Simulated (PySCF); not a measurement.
Se(Br)(SiH3) (BrH3SeSi), SMILES [SiH3][Se]Br. Heavy atoms are numbered as in [Se:1]([Br:2])[SiH3:3]. Hydrogens are named by the atom that carries them.

Coordinates come from a PBE-D3(BJ)/def2-SVP optimisation. The structure was generated by enumeration, and PubChem lists no compound with its InChIKey, so it may never have been made.

Calculation: PBE/pcSseg-1 in PySCF.

GIAO shieldings, no solvent; atoms alike by connectivity are averaged. δ = σ(ref) − σ: ⁷⁷Se against Me2Se (σ = 1634.8 ppm); ²⁹Si against TMS (σ = 335.4 ppm); ¹H against TMS (σ = 31.49 ppm), references at their B3LYP-D3(BJ)/def2-TZVP geometries, non-relativistic (without spin–orbit terms, shifts of atoms bonded to Cl or Br come out too high).

**Question.** Estimate the chemical shifts. (The exact figures need the calculation; the answer reports its results.)

**Answer.** 
```tsv
nucleus	atoms	count	δ (ppm)
⁷⁷Se	Se1	1	560.8
²⁹Si	Si3 (SiH3)	1	-40.1
¹H	H on Si3	3	5.49
```
